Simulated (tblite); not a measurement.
Compound: C4H4NO3S (doublet state).
Atom-mapped SMILES: `[O:1]=[S:2](=[O:3])([OH:4])[c:5]1[c:6][cH:7][cH:8][nH:9]1` (hydrogens: H10 on O4; H11 on C7; H12 on C8; H13 on N9)
Bond orders are those of one Lewis drawing.

Computed with GFN2-xTB (tblite), gas phase: L-BFGS steps from a force-field or distance-geometry start until the largest atomic force falls under 0.01 eV/Å.

Step 7: E = -785.0246 eV
```
atom  x, y, z in Å  |  force x, y, z in eV/Å
O1     -2.2533   -1.2637    0.1662    0.025  -0.039   0.041
S2     -1.7971   -0.0909   -0.5039    0.037  -0.064  -0.036
O3     -2.0810    0.0980   -1.8913   -0.055   0.019   0.008
O4     -2.3673    1.1935    0.2787    0.002  -0.001   0.006
C5     -0.0742    0.0348   -0.2039   -0.063  -0.036  -0.004
C6      0.8777    0.9143   -0.6151   -0.001  -0.022   0.020
C7      2.1138    0.5430   -0.0932    0.021  -0.003   0.007
C8      1.8691   -0.5965    0.6454   -0.013  -0.007   0.026
N9      0.5477   -0.8982    0.5783    0.004   0.082  -0.053
H10    -2.5117    1.8963   -0.3559   -0.029   0.033  -0.001
H11     3.0493    1.0409   -0.2380    0.038  -0.045   0.033
H12     2.5575   -1.1956    1.2065    0.029  -0.017   0.018
H13     0.0650   -1.6754    1.0085    0.005   0.099  -0.064
```

Step 8: E = -785.0256 eV
```
atom  x, y, z in Å  |  force x, y, z in eV/Å
O1     -2.2533   -1.2644    0.1666    0.041  -0.028   0.025
S2     -1.7978   -0.0923   -0.5061    0.007  -0.030   0.001
O3     -2.0868    0.0964   -1.8928   -0.033   0.017   0.039
O4     -2.3674    1.1934    0.2797    0.015  -0.024  -0.037
C5     -0.0748    0.0361   -0.2046   -0.016  -0.012  -0.025
C6      0.8799    0.9144   -0.6141   -0.013  -0.008   0.001
C7      2.1161    0.5428   -0.0926   -0.002  -0.029   0.025
C8      1.8694   -0.5972    0.6464    0.014   0.012   0.019
N9      0.5471   -0.8958    0.5781    0.014   0.025  -0.024
H10    -2.5128    1.8961   -0.3551   -0.029   0.025   0.010
H11     3.0525    1.0401   -0.2370    0.019  -0.053   0.034
H12     2.5609   -1.1960    1.2074   -0.029   0.006  -0.008
H13     0.0626   -1.6732    1.0064    0.012   0.100  -0.061
```

Q: Estimate the geometry and energy of step 9. (The exact step hangs on the optimiser's Hessian estimate; all steps are aligned on step 8, rigid shifts and turns removed.)

A: E = -785.0264 eV, largest force 0.068 eV/Å
```
atom  x, y, z in Å  |  force x, y, z in eV/Å
O1     -2.2525   -1.2654    0.1674    0.047  -0.024   0.014
S2     -1.7984   -0.0940   -0.5076   -0.011   0.010   0.032
O3     -2.0918    0.0956   -1.8933   -0.019   0.006   0.043
O4     -2.3672    1.1929    0.2797    0.020  -0.034  -0.055
C5     -0.0754    0.0369   -0.2058    0.030   0.004  -0.035
C6      0.8813    0.9143   -0.6133   -0.012   0.013  -0.021
C7      2.1176    0.5422   -0.0918   -0.005  -0.023   0.024
C8      1.8700   -0.5974    0.6475    0.002   0.014   0.012
N9      0.5468   -0.8937    0.5776    0.049   0.021  -0.021
H10    -2.5142    1.8964   -0.3544   -0.025   0.010   0.019
H11     3.0553    1.0384   -0.2356   -0.002  -0.056   0.033
H12     2.5629   -1.1962    1.2080   -0.060   0.015  -0.017
H13     0.0611   -1.6696    1.0036   -0.014   0.045  -0.027
```

The energy changes by -0.0008 eV. The first-order estimate −F·Δx gives -0.0011 eV and the mean of the old and new forces, exact on a quadratic surface, -0.0008 eV. The step makes an angle of 52° with the force vector and moves no atom by more than 0.005 Å.

What follows is the cost of the whole relaxation. Hardware: Intel Xeon at 2.50 GHz, one thread, no GPU, shared host. Cost: 1.1 s wall.
